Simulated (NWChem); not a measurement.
# C2H5ClGe; SMILES Cl/C=[CH]/[GeH3]

```xyz
9

Cl     0.0050    -2.8831     0.0000
C     -0.3967    -1.2005     0.0000
C      0.5070    -0.2202     0.0000
Ge    -0.0115     1.6486     0.0000
H     -1.4782    -1.0336     0.0000
H      1.5701    -0.4855     0.0000
H      0.5470     2.3525    -1.2497
H      0.5470     2.3525     1.2497
H     -1.5476     1.7287     0.0000
```
Atoms are numbered in this order, from 1.

Level: PBE0/def2-SVP (NWChem), optimised geometry, unscaled harmonic frequencies. 

```json
[
 {"frequency (cm⁻¹)": "122", "IR intensity (km/mol)": "0.0"},
 {"frequency (cm⁻¹)": "164", "IR intensity (km/mol)": "0.0"},
 {"frequency (cm⁻¹)": "170", "IR intensity (km/mol)": "1.5"},
 {"frequency (cm⁻¹)": "283", "IR intensity (km/mol)": "8.4"},
 {"frequency (cm⁻¹)": "554", "IR intensity (km/mol)": "23.5"},
 {"frequency (cm⁻¹)": "576", "IR intensity (km/mol)": "30.8"},
 {"frequency (cm⁻¹)": "731", "IR intensity (km/mol)": "20.4"},
 {"frequency (cm⁻¹)": "799", "IR intensity (km/mol)": "17.7"},
 {"frequency (cm⁻¹)": "825", "IR intensity (km/mol)": "195.6"},
 {"frequency (cm⁻¹)": "844", "IR intensity (km/mol)": "81.3"},
 {"frequency (cm⁻¹)": "882", "IR intensity (km/mol)": "32.1"},
 {"frequency (cm⁻¹)": "895", "IR intensity (km/mol)": "39.0"},
 {"frequency (cm⁻¹)": "979", "IR intensity (km/mol)": "42.0"},
 {"frequency (cm⁻¹)": "1169", "IR intensity (km/mol)": "10.9"},
 {"frequency (cm⁻¹)": "1297", "IR intensity (km/mol)": "5.2"},
 {"frequency (cm⁻¹)": "1668", "IR intensity (km/mol)": "131.4"},
 {"frequency (cm⁻¹)": "2159", "IR intensity (km/mol)": "120.2"},
 {"frequency (cm⁻¹)": "2163", "IR intensity (km/mol)": "86.1"},
 {"frequency (cm⁻¹)": "2169", "IR intensity (km/mol)": "111.6"},
 {"frequency (cm⁻¹)": "3193", "IR intensity (km/mol)": "1.1"},
 {"frequency (cm⁻¹)": "3214", "IR intensity (km/mol)": "2.1"}
]
```

zero-point energy: 35.5 kcal/mol
thermal correction to the enthalpy at 298.15 K (with zero-point energy): 39.9 kcal/mol
heat capacity Cv: 20.1 cal/(mol K)
entropy at 298.15 K and 1 atm (symmetry number 1): 79.3 cal/(mol K)
dipole moment: 0.93 D

Rigid rotor and harmonic oscillator.
